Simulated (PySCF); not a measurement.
Computed shifts of a molecule C4H9N, PBE/pcSseg-1 (PySCF), GIAO, gas phase, equivalent atoms averaged, in ppm (number of nuclei): ¹³C: 159.6 (1), 118.1 (1), 59.2 (1), 25.2 (1). ¹⁵N: 48.0 (1). ¹H: 5.39 (1), 5.25 (1), 3.95 (1), 3.52 (1), 2.36 (3), 0.92 (1), 0.16 (1). References: ¹³C against TMS (σ = 182.0 ppm); ¹⁵N against NH3 (σ = 267.0 ppm); ¹H against TMS (σ = 31.49 ppm), references at their B3LYP-D3(BJ)/def2-TZVP geometries, non-relativistic. The structure is a stationary point at B3LYP-D3(BJ)/def2-SVP. Other conformers were not sampled.

Problem. Pick the molecule that these values belong to.
A. C=CCCN
B. C=CN(C)C
C. C=C(C)CN
D. C/C=C/CN

Solution. C, C=C(C)CN
